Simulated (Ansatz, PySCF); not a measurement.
Si(F)3(NCO) (CF3NOSi), SMILES O=C=N[Si](F)(F)F. Atoms are numbered in the order given.

```xyz
7

O      3.2920    -0.2071     0.0417
C      2.1286    -0.1340     0.0276
N      0.9267    -0.0585     0.0130
Si    -0.7458     0.0466    -0.0075
F     -1.3635    -1.0371    -1.0000
F     -1.3417    -0.2100     1.4485
F     -1.2109     1.4923    -0.4918
```

The structure is a stationary point at r2SCAN-D4/def2-SVP. Other conformers were not sampled.

Two levels are set side by side: PBE-D3(BJ)/def2-SVP (Ansatz, an electronic-structure program) and r2SCAN-D4/def2-SVP (Ansatz). Each level has its own optimised geometry; the coordinates shown are those of the second. Frequencies come from the Hessian of PySCF at each geometry. Differences are taken from unrounded values.

| quantity | r2SCAN-D4 |
|---|---|
| mean bond length (Å) | 1.471 |
| bond O1–C2 (Å) | 1.166 |
| bond C2–N3 (Å) | 1.204 |
| bond N3–Si4 (Å) | 1.676 |
| bond Si4–F5 (Å) | 1.594 |
| bond Si4–F6 (Å) | 1.594 |
| bond Si4–F7 (Å) | 1.594 |
| highest harmonic wavenumber (cm⁻¹) | 2479 |
| mean harmonic wavenumber (cm⁻¹) | 697 |
| zero-point energy (kcal/mol) | 14.94 |

Task: What does PBE-D3(BJ) give, and how far is it from r2SCAN-D4? (An estimate is asked for; the answer gives what the named calculation found.)

Result: 
```
quantity                            PBE-D3(BJ)  PBE-D3(BJ) minus r2SCAN-D4
----------------------------------  ----------  --------------------------
mean bond length (Å)                     1.483                       0.011
bond O1–C2 (Å)                           1.175                       0.010
bond C2–N3 (Å)                           1.212                       0.008
bond N3–Si4 (Å)                          1.686                       0.010
bond Si4–F5 (Å)                          1.608                       0.014
bond Si4–F6 (Å)                          1.608                       0.014
bond Si4–F7 (Å)                          1.608                       0.014
highest harmonic wavenumber (cm⁻¹)        2429                         -50
mean harmonic wavenumber (cm⁻¹)            676                         -21
zero-point energy (kcal/mol)             14.49                       -0.46
```
